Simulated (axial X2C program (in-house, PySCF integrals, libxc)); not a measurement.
## Potential curves of RuB⁺, two-component

All values were computed with an axial X2C code built on PySCF integrals. Two-component (2c) means X2C with spin–orbit coupling and atomic mean-field two-electron Coulomb and Gaunt terms. Basis: Ru dyall-cv3z [12s12p8d5f3g], B dyall-v3z [7s6p2d1f] (cores contracted in-house); Gaussian nuclei, density fitting, unrestricted open shells. Masses: Ru 101.904 u, B 11.009 u.

State: Ω = 1 (⟨Sz⟩ = 1.00, ⟨Lz⟩ = 0.00 at PBE0). Energies in cm⁻¹ from the lowest point of each curve. Fits are polynomials in 1 − R0/R over 0.85 to 1.23 times the lowest point R0.

```tsv
R (Å)	PBE0	TPSSh
1.5242	7537	8432
1.5943	3093	3684
1.6469	1199	1576
1.6994	240	419
1.7520	0	0
1.8133	398	218
1.8746	1322	993
1.9535	3014	2545
2.0498	5501	4932
2.1900	9357	8757
```

One determinant describes the state; a PBE0 search over occupations chose it and may have missed a lower one. Density functionals use the spin component along the axis (collinear). With several unpaired electrons one determinant need not be a pure state. Open-shell Ω = 0 determinants with evenly filled partner blocks cannot be reached by this program, so the Ω shown need not be the lowest component. The determinant is spin-polarised beyond a pure state at some levels (its spin-free form has ⟨S²⟩ too high), which makes Re and μ there less reliable.

**Question.** Fit the PBE0 curve near its minimum: give the equilibrium distance and the harmonic wavenumber.

**Answer.** At PBE0, 2c: Re = 1.746 Å, ωe ≈ 829 cm⁻¹; Be follows as 0.556 cm⁻¹.

**Question.** Fit the TPSSh curve near its minimum: give the equilibrium distance and the harmonic wavenumber.

**Answer.** At TPSSh, 2c: Re = 1.762 Å, ωe ≈ 811 cm⁻¹; Be follows as 0.546 cm⁻¹.
